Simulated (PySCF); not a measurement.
Job file and geometry (Å, from GFN2-xTB) of an NMR shielding run on `C1[C@@H](C)C/C(=C\Cl)C[SiH2]1`, C$_{7}$H$_{13}$ClSi, GIAO PBE0/pcSseg-1 NMR shielding, non-relativistic, gas phase (PySCF); density fitting, a coarse starting grid and PySCF grid level 2 are the driver's defaults:

```
$ OMP_NUM_THREADS=1 python probes_run.py task.json out

{"job": {"kind": "nmr", "xc": "PBE0", "basis": "pcSseg-1"}, "charge": 0, "multiplicity": 1}
C     -2.481454     0.731722     0.085574
C     -1.070198     0.255584    -0.252065
C     -0.998224    -1.272990    -0.213913
Si     0.756418    -1.912741    -0.562128
C      1.865753    -0.743933     0.465673
C      1.350485     0.641654     0.273004
C      2.084841     1.558624    -0.343653
Cl     1.542316     3.167837    -0.674517
C     -0.058398     0.878234     0.724639
H     -2.549657     1.815032     0.013186
H     -2.751138     0.437416     1.098629
H     -3.205733     0.297085    -0.600405
H     -0.820153     0.598580    -1.262376
H     -1.708422    -1.681086    -0.934593
H     -1.331661    -1.611637     0.770224
H      0.923545    -3.299775    -0.116297
H      1.093010    -1.778515    -1.983397
H      2.911282    -0.816624     0.172814
H      1.800808    -1.009990     1.521200
H      3.088952     1.377409    -0.692714
H     -0.206099     0.437110     1.713586
H     -0.246683     1.950390     0.796680
```

Task: What does the program print?

Result: 
```
coarse grid: 18912 points
cycle   1  E = -1023.4750698056  dE =  1.020e+00  |g| = 4.659e-01  |ddm| = 4.264e+00
cycle   2  E = -1023.4528893697  dE =  2.218e-02  |g| = 5.532e-01  |ddm| = 9.422e-01
cycle   3  E = -1023.5303589120  dE = -7.747e-02  |g| = 1.121e-01  |ddm| = 6.079e-01
cycle   4  E = -1023.5332056024  dE = -2.847e-03  |g| = 4.049e-02  |ddm| = 1.493e-01
cycle   5  E = -1023.5335807062  dE = -3.751e-04  |g| = 1.058e-02  |ddm| = 4.060e-02
cycle   6  E = -1023.5336067849  dE = -2.608e-05  |g| = 2.671e-03  |ddm| = 1.362e-02
cycle   7  E = -1023.5336083335  dE = -1.549e-06  |g| = 6.219e-04  |ddm| = 2.565e-03
final grid: 171968 points
cycle   8  E = -1023.5888443863  dE = -6.717e-05  |g| = 9.355e-03  |ddm| = 4.120e-02
cycle   9  E = -1023.5888328593  dE =  1.153e-05  |g| = 1.125e-02  |ddm| = 2.002e-02
cycle  10  E = -1023.5888660981  dE = -3.324e-05  |g| = 1.643e-03  |ddm| = 1.263e-02
cycle  11  E = -1023.5888666704  dE = -5.723e-07  |g| = 5.641e-04  |ddm| = 2.226e-03
cycle  12  E = -1023.5888667458  dE = -7.539e-08  |g| = 1.236e-04  |ddm| = 5.454e-04
cycle  13  E = -1023.5888667490  dE = -3.270e-09  |g| = 3.990e-05  |ddm| = 1.535e-04
cycle  14  E = -1023.5888667494  dE = -3.702e-10  |g| = 7.192e-06  |ddm| = 4.207e-05
converged SCF energy = -1023.5888667494

GIAO shielding tensors (ppm)
atom      isotropic    diamagn.    paramagn.     s11        s22        s33       span
  0 C      157.140     245.838     -88.698    134.813    149.093    187.513     52.699
  1 C      149.452     247.298     -97.846    139.753    150.221    158.383     18.631
  2 C      166.718     251.869     -85.151    151.110    161.389    187.654     36.544
  3 Si     390.188     879.383    -489.195    360.792    387.609    422.162     61.370
  4 C      164.339     250.259     -85.921    148.041    157.633    187.342     39.301
  5 C       37.780     260.742    -222.962    -76.679     33.654    156.365    233.044
  6 C       67.312     249.849    -182.538    -16.284    106.589    111.630    127.914
  7 Cl     774.926    1147.563    -372.637    570.452    788.490    965.834    395.382
  8 C      143.511     247.837    -104.326    127.758    143.744    159.031     31.273
  9 H       30.322      29.445       0.877     25.242     28.620     37.104     11.861
 10 H       30.810      29.936       0.875     27.589     28.729     36.113      8.524
 11 H       30.525      29.217       1.308     26.222     27.953     37.401     11.179
 12 H       30.174      33.279      -3.104     27.606     29.347     33.571      5.965
 13 H       30.765      31.129      -0.365     25.854     28.865     37.576     11.722
 14 H       31.253      32.047      -0.793     27.397     29.950     36.413      9.016
 15 H       27.395      28.383      -0.988     23.937     24.691     33.558      9.621
 16 H       27.683      29.044      -1.361     24.464     25.523     33.062      8.598
 17 H       29.884      30.616      -0.732     25.558     28.514     35.581     10.022
 18 H       30.076      30.006       0.070     26.563     27.358     36.306      9.743
 19 H       25.864      30.845      -4.981     20.323     28.157     29.113      8.790
 20 H       30.535      32.452      -1.917     27.804     29.322     34.479      6.675
 21 H       28.677      32.535      -3.858     23.401     28.928     33.700     10.299
```

Task: Turn these shieldings into chemical shifts. Shifts are taken against calculated references (same method and geometry level): TMS for 13C (σ = 186.93 ppm) and 29Si (σ = 349.16 ppm) and 1H (σ = 31.72 ppm); 35Cl (σ = 949.78 ppm) against HCl.

Result: Averaging equivalent atoms: C 5: 149.1; C 6: 119.6; C 8: 43.4; C 1: 37.5; C 0: 29.8; C 4: 22.6; C 2: 20.2; Si 3: -41.0; Cl 7: 175; H 19: 5.85; H 15: 4.32; H 16: 4.03; H 21: 3.04; H 17: 1.83; H 18: 1.64; H 12: 1.54; H 20: 1.18; H 9/10/11: 1.16; H 13: 0.95; H 14: 0.46 ppm. 

Size and cost of the density-fitted run: 232 basis functions, 52 s wall time on 1 thread of an INTEL XEON PLATINUM 8581C, shared host; peak memory 1.1 GiB.
